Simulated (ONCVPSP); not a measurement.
# Before and after: ONCV potential for cadmium (Cd)

```
Element                 : Cd (Z = 48)
Generator               : ONCVPSP 4.0.1
Type                    : optimised norm-conserving Vanderbilt (ONCV)
Functional              : LDA (Perdew-Wang 92)
Relativity              : non-relativistic
Frozen core             : [Kr]
Valence charge          : 12
Reference configuration : 4d10 5s2
Partial waves           : 5s: rc 2.60 bohr, ncon 3, nbas 6, qcut 2.7 1/bohr, 1 projector; p scattering state at 0.11 Ha: rc 2.70 bohr, ncon 4, nbas 8, qcut 2.8 1/bohr, 1 projector; 4d: rc 1.75 bohr, ncon 4, nbas 9, qcut 9.3 1/bohr, 2 projectors, debl 3.7 Ha; f scattering state at 0.39 Ha: rc 2.00 bohr, ncon 4, nbas 7, qcut 5.9 1/bohr, 2 projectors, debl 2.6 Ha
Local potential         : polynomial inside 1.60 bohr (lpopt 5, dvloc0 0 Ha)
Core correction         : polynomial model core, fcfact 0.6
```

In the p channel the program set the typed energies aside and used 0.050 Ha.

Change: functional PBE.

Cutoffs: the cutoffs (Ha) at which the residual kinetic energy of the hardest occupied pseudo-wave falls to 1 and 0.1 mHa per electron; they do not see the model core or the augmentation charge, which bear on the density cutoff. Errors are all-electron minus pseudo energies relative to the spin-unpolarised reference configuration.

Problem. How do hardness, ghosts and transferability respond?

Solution. The potential gets neither clearly harder nor softer (30 Ha and 35 Ha → 30 Ha and 35 Ha); both files keep a bound ghost (s); the number of tests with a reliable result goes from 3 to 4; of the 3 tests that both files solve, the error grows in 1 and shrinks in 0 by more than 15 % and 0.3 meV (median size 11.0 → 14.1 meV).

| quantity | base | changed |
| --- | --- | --- |
| cutoff, loose | 30 Ha | 30 Ha |
| cutoff, tight | 35 Ha | 35 Ha |
| loose cutoff by channel | s 3.5 Ha, d 30 Ha | s 3.5 Ha, d 30 Ha |
| bound ghosts | s | s |
| GHOST(+) flags under 300 eV | p at 14.7 eV | p at 14.1 eV |
| tests with a reliable result | 3 of 4 | 4 of 4 |
| error for 4d10 5s1, meV [ΔE 9.07 → 8.73 eV] | -4.4 | -4.6 |
| error for 4d10 5s0, meV [ΔE 25.69 → 25.00 eV] | -40 | -43 |
| error for 4d10 5s0 5p2, meV [ΔE 8.77 → 8.55 eV] | -11 | -14 |
| s: phases at 2.64 bohr within 0.05 rad from the reference energy up to (Ha; the scan ends near 5) | 1.3 | n/a |
| p: phases at 2.74 bohr within 0.05 rad from the reference energy up to (Ha; the scan ends near 5) | 0.4 | 0.4 |
| d: phases at 1.78 bohr within 0.05 rad from the reference energy up to (Ha; the scan ends near 5) | to the end of the scan | to the end of the scan |
| f: phases at 2.03 bohr within 0.05 rad from the reference energy up to (Ha; the scan ends near 5) | to the end of the scan | to the end of the scan |
| rms error of d²Exc/dni dnj with the model core, mHa | 0.65 | 0.38 |

 A true bound ghost makes a file unfit for plane-wave use even where its test errors are small: the radial tests pick states by their node count and pass the ghost by.
